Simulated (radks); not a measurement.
Task: These are the eigenvalues of the occupied orbitals of an atom or ion with whole-number occupations (hartree). All-electron calculation, Dirac Kohn-Sham, BLYP, spin-unpolarised, spherical densities, finite nucleus; Fermi nuclear charge, rms radius of each element as measured or else 0.836 A^(1/3) + 0.57 fm. Program: a radial shooting solver on a logarithmic mesh with Libxc functionals.

orbital  eigenvalue
1s1/2     -260.4114
2s1/2     -33.36791
2p1/2     -29.22169
2p3/2     -28.76292
3s1/2      -6.44931
3p1/2      -5.21517
3p3/2      -5.15200
3d3/2      -3.15559

Which element is it, and in what charge state? The configuration may be excited. Open shells, if any, fill j = l - 1/2 first.

Result: Z = 26, iron, charge +5: Fe5+ in [Ar] 3d3. The list shows which subshells hold electrons but not how many an open one holds; the 1s level, -260.41 hartree, gives Z - s = 22.8 by -(Z - s)^2/2, which with screening and relativity narrows Z to a few neighbours, and the depths of the outer levels then fix element, charge and occupations together.
